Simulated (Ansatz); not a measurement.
Harmonic frequencies (cm⁻¹) at PBE0-D4/def2-TZVP from Ansatz: 63, 104, 186, 242, 291, 516, 583, 661, 714, 753, 797, 897, 939, 1063, 1128, 1220, 1248, 1315, 1457, 1519, 1764, 2186, 2232, 2975, 3042, 3071, 3098.

Each molecule was computed in one conformer, which needn't be the lowest.

Task: Which molecule is it?
A. `CN(C)[Si]F`
B. `C/C(F)=N/[SiH3]`
C. `C=N[SiH2]CF`
D. `C[C@@H]1N[Si@@H]1F`

Result: C.
